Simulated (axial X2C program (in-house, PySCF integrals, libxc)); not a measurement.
Photoelectron levels of SnN⁻ by EOM-IP-CCSD

Calculated with an in-house all-electron X2C program for linear molecules (integrals from PySCF): two-component X2C with atomic mean-field Coulomb and Gaunt terms, Gaussian nuclei, basis Sn dyall-acv3z, N dyall-av3z with contracted cores.

R = 1.725 Å (0.920 times 1.875 Å, the PBE0 minimum at charge -1 for the lowest determinant).

Vertical detachment energies of SnN⁻ to the states of SnN:

| Ω of SnN | vertical detachment energy (eV) | above lowest (cm⁻¹) | ionised spinor | one-hole weight |
| --- | --- | --- | --- | --- |
| 1/2 | 2.368 | 0 | 53% N pσ, 21% Sn pσ, 13% Sn sσ | 0.92 |
| 3/2 | 2.933 | 4561 | 68% N pπ, 24% Sn pπ | 0.91 |
| 1/2 | 3.037 | 5398 | 57% N pπ, 34% Sn pπ | 0.92 |
| 1/2 | 6.525 | 33529 | 45% Sn sσ, 27% N pσ, 16% Sn pσ | 0.86 |

Task: Take the first Ω = 1/2 and Ω = 3/2 rows of π character: how far apart are they, and which lies lower?

Result: E(3/2) − E(1/2) = 4561 − 5398 = -837 cm⁻¹ at EOM-IP-CCSD: inverted, Ω = 3/2 lower. Splittings at this level can be off by ten to twenty per cent.

This point took 39 s on 1 thread of Intel(R) Xeon(R) Processor @ 2.30GHz, with other jobs on the host.

Reference electrons by ω block (each with its −ω partner): 1/2: 19, 3/2: 8, 5/2: 2. 20 electrons of SnN⁻ correlated (inner shells frozen), 94 natural virtual spinors (a truncated set); levels can be off by some tenths of an eV. Roots sought by Ω: (1/2: 4, 3/2: 3, 5/2: 1); rows need 60 % one-particle weight and stop where some Ω has no more roots. Missing are any skipped roots, higher Ω and states of a further excitation; these come out far too high here and may in truth be low or lowest. T1 of the reference 0.024 (Lee–Taylor). Number of frozen shells: Sn 4 s, 3 p, 1 d; N 1 s.
